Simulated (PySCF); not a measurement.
Delta-SCF ions had no search for a lower state. Excitations are Tamm–Dancoff values on a coarser integration grid. The basis has no diffuse functions, so Rydberg states are missing or too high.

## C2H6I2InN, SMILES `C[N](C)[In]([I])[I]` (C–N–In–I torsion 180°) (charge 0, multiplicity 1)

Computed with ωB97X-D3(BJ)/def2-TZVP // PBE0-D3(BJ)/def2-SVP in PySCF.

```yaml
HOMO: -8.86 eV
dipole_moment: 1.88 D
HOMO–LUMO gap: 8.42 eV
LUMO: -0.45 eV
S1 excitation (TDA): 3.87 eV
S1 oscillator strength: 0.003
T1 excitation (TDA): 3.49 eV
S1–T1 gap (TDA): 0.37 eV
vertical ionisation energy (Delta-SCF): 8.18 eV
total_energy: -920.6164 Ha
cost: about 12 core-minutes (a rough figure)
```

```xyz
12

C     -1.1671     0.8198    -0.4294
N     -0.0879    -0.0266     0.0034
C     -0.4934    -1.3024     0.5285
In     1.8405     0.5343    -0.1103
I      3.7267    -1.1382     0.7405
I      2.4317     2.9279    -1.1090
H     -1.8651     1.0516     0.4003
H     -0.7912     1.7780    -0.8207
H     -1.7644     0.3448    -1.2337
H      0.3766    -1.9014     0.8395
H     -1.0533    -1.8961    -0.2221
H     -1.1529    -1.1917     1.4130
```
